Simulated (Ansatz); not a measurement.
`F[B](F)[AlH2]` + `C#CCC#N` → `N#C[CH2][AlH2]` + `C#CB(F)F`  (formal exchange of groups at the Al–B bond)

Gas-phase electronic energies from Ansatz, PBE0-D4/def2-TZVP geometries. CCSD(T)/CBS is the MP2 limit (def2-TZVPP, def2-QZVPP) plus CCSD(T) − MP2 in def2-TZVPP, frozen cores. DFT in def2-TZVPP.

`F[B](F)[AlH2]`:

```xyz
6

F     0.228   -0.372    2.090
B    -0.475   -0.163    0.985
F    -1.790   -0.165    1.152
Al    0.451    0.155   -0.935
H     0.765   -1.079   -1.883
H     0.821    1.624   -1.408
```

`C#CCC#N`:

```xyz
8

C    -0.909    0.503   -1.708
C    -0.200    0.227   -0.784
C     0.674   -0.107    0.331
C    -0.059   -0.440    1.549
N    -0.617   -0.705    2.517
H    -1.544    0.747   -2.527
H     1.343    0.733    0.551
H     1.312   -0.958    0.070
```

`N#C[CH2][AlH2]`:

Cartesian coordinates in Å:
```
N 1.396 -1.197 1.544
C 1.138 -0.409 0.741
C 0.649 0.508 -0.255
Al -1.243 -0.110 -0.301
H 1.177 0.367 -1.199
H 0.762 1.539 0.084
H -2.263 0.566 0.696
H -1.616 -1.265 -1.310
```

`C#CB(F)F`:

Cartesian coordinates in Å:
```
C -0.710 1.444 -0.091
C -0.180 0.366 -0.023
B 0.490 -0.997 0.063
F 0.417 -1.854 -0.932
F 1.163 -1.357 1.135
H -1.180 2.399 -0.152
```

Question: Is it downhill or uphill in electronic energy at CCSD(T)/CBS, and by how much? (An estimate is asked.)

Answer: Computed: Downhill: ΔE = -119.0 kJ/mol.

Question: What do these levels give: CAM-B3LYP-D4, HF/def2-SVP, MP2/def2-SVP, CCSD(T)/def2-SVP, SCS-MP2/def2-QZVPP, MP2/CBS(def2)? (Best estimate.)

Answer: Ansatz gave: CAM-B3LYP-D4 -117.6, HF/def2-SVP -119.6, MP2/def2-SVP -126.3, CCSD(T)/def2-SVP -116.9, SCS-MP2/def2-QZVPP -120.9, MP2/CBS(def2) -126.6 kJ/mol.

Question: What do rigid-rotor, harmonic-oscillator terms from PBE0-D4/def2-TZVP frequencies (298.15 K, 1 bar) make of the CCSD(T)/CBS value? (Estimate.)

Answer: Ansatz gave: ΔZPE = -1.3 kJ/mol, ΔH = -120.5 kJ/mol, ΔS = 1 J/(mol·K), ΔG = -120.9 kJ/mol. Modes under 50 cm⁻¹ make the entropy rough.

Largest T1 diagnostic among the species: 0.014.

Leaving LDA and LC-ωPBE aside and taking each functional with its dispersion term where it has one, the values, not all of them listed here, spread over 24.5 kJ/mol, from B97M-V to ωB97X-V.
